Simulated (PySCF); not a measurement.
# Unknown: peak-picked proton spectrum

Formula C₆H₅NO. The spectrum was simulated from the full spin Hamiltonian at 400 MHz with 0.6 Hz Lorentzian lines, from shifts rounded to 0.01 ppm and J to 0.1 Hz, couplings under 1 Hz left out.

```csv
region,integral (H),ppm,Hz,height
1,1,10.020,4008.0,100
2,2,8.982,3593.0,51
2,,8.977,3591.0,52
2,,8.969,3587.6,26
2,,8.964,3585.8,26
2,,8.956,3582.2,26
2,,8.951,3580.5,26
3,1,8.486,3394.4,13
3,,8.481,3392.5,23
3,,8.476,3390.6,13
3,,8.464,3385.6,14
3,,8.459,3383.7,24
3,,8.454,3381.8,13
4,1,7.478,2991.0,26
4,,7.464,2985.7,26
4,,7.456,2982.2,25
4,,7.442,2976.9,24
```

¹³C{¹H} NMR (computed): δ 193.4, 160.9, 160.6, 140.2, 134.0, 128.8.

- σ from GIAO-PBE0/pcSseg-1
- spin–spin couplings from B3LYP/pcJ-1 (spin–dipole term only in couplings to heteroatoms)
- coordinates at the PBE0-D3(BJ)/def2-SVP level
- code: PySCF 2.14.0 with density-fitted response routines
- one computed conformer, non-relativistic, isolated molecule

Shifts are taken against calculated references (same method and geometry level): TMS for ¹H, ¹³C.

(1) Analyse the multiplets.

(2) What is the compound?

Answers

(1) ¹H NMR (400 MHz, computed): δ 10.02 (s, 1H), 8.98 (d, J = 2.0 Hz, 1H), 8.96 (dd, J = 5.3, 1.8 Hz, 1H), 8.47 (dt, J = 8.8, 1.9 Hz, 1H), 7.46 (dd, J = 8.8, 5.3 Hz, 1H). These are first-order names from the parameters used; overlap and second-order distortion can hide them in the list.

(2) 3-Pyridine Carbaldehyde.

Atoms are numbered as in `[O:1]=[CH:2][c:3]1[cH:4][cH:5][cH:6][n:7][cH:8]1`; H(Xn) means a hydrogen on atom n.

1. δ 10.02: H(C2), hydrogen on an aldehyde carbonyl carbon.
2. δ 8.98: H(C8), hydrogen on an aromatic CH next to a ring nitrogen, coupled to H(C4) (2.0 Hz).
3. δ 8.96: H(C6), hydrogen on an aromatic CH next to a ring nitrogen, coupled to H(C5) (5.3 Hz), H(C4) (1.8 Hz).
4. δ 8.47: H(C4), hydrogen on an aromatic CH, coupled to H(C5) (8.8 Hz), H(C8) and H(C6) (1.9 Hz).
5. δ 7.46: H(C5), hydrogen on an aromatic CH, coupled to H(C4) (8.8 Hz), H(C6) (5.3 Hz).

This is the structure that produced the data.

Multiplet labels drop couplings under 1 Hz and merge nearly equal ones. Unscaled 3J(H,H) at this level run about 10 % above measured values. Shifts are as computed. Against solution values, carbons near 30 ppm lie about +2 ppm off and those near 130 ppm about +5 ppm. Of 1211 compounds with measured shifts, 218 miss one by over three times the rms of a fit or turn the order of signals round; such compounds aren't used in these exercises.
